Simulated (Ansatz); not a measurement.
The pair A = HCl (SMILES Cl) (first 2 atoms), B = GeH4 (SMILES [GeH4]); geometry from B3LYP-D3(BJ)/def2-TZVP.
(charge 0, multiplicity 1):
```csv
atom,x (Å),y (Å),z (Å)
Cl,-0.4423,0.8932,-0.6411
H,-0.2679,0.0149,0.2811
Ge,0.0028,-0.0539,3.3258
H,0.1623,-0.9751,4.5421
H,0.0021,-0.9265,2.0533
H,1.1745,0.9321,3.2469
H,-1.3267,0.7062,3.4036
```

Correlated levels freeze the cores. Filled d and f shells under p-block atoms count as core. MP2 and its Hartree–Fock in def2-QZVPPD are density fitted.

The values were computed with Ansatz (Gaussian orbitals). Values without a source in brackets are computed.

The counterpoise-corrected interaction energy is E(AB) − E(A in the pair's basis) − E(B in the pair's basis). Total energies (hartree):

```tsv
level	AB	A in the pair's basis	B in the pair's basis
HF/def2-TZVPPD	-2537.7779123	-460.0998277	-2077.6794796
MP2/def2-TZVPPD	-2538.1256130	-460.3052819	-2077.8189380
HF/def2-QZVPPD	-2537.8324558	-460.1121512	-2077.7216613
MP2/def2-QZVPPD	-2538.2071570	-460.3361392	-2077.8693727
CCSD(T)/def2-TZVPPD	-2538.1864274	-460.3340998	-2077.8511700
```

Task: Work out the counterpoise-corrected interaction energy at the basis-set limit: extrapolate the MP2 correlation part as X⁻³, take Hartree–Fock from the larger set, and add the CCSD(T) − MP2 difference of def2-TZVPPD.

Result: 
1. Differences (1 hartree = 627.509 kcal/mol): HF/def2-TZVPPD 0.875; MP2/def2-TZVPPD -0.874; HF/def2-QZVPPD 0.851; MP2/def2-QZVPPD -1.032; CCSD(T)/def2-TZVPPD -0.726.
2. Correlation parts, MP2 less HF: -1.750 in def2-TZVPPD (X = 3), -1.884 in def2-QZVPPD (X = 4).
3. Limit (4³·(-1.884) − 3³·(-1.750))/(4³ − 3³) = -1.981; with HF/def2-QZVPPD it gives -1.130.
4. CCSD(T) less MP2 in def2-TZVPPD: 0.148.
Result: -0.98 kcal/mol, against -0.87 at MP2/def2-TZVPPD. It is an estimate of this method's limit, not of the exact value.

Ansatz is a first-principles code.
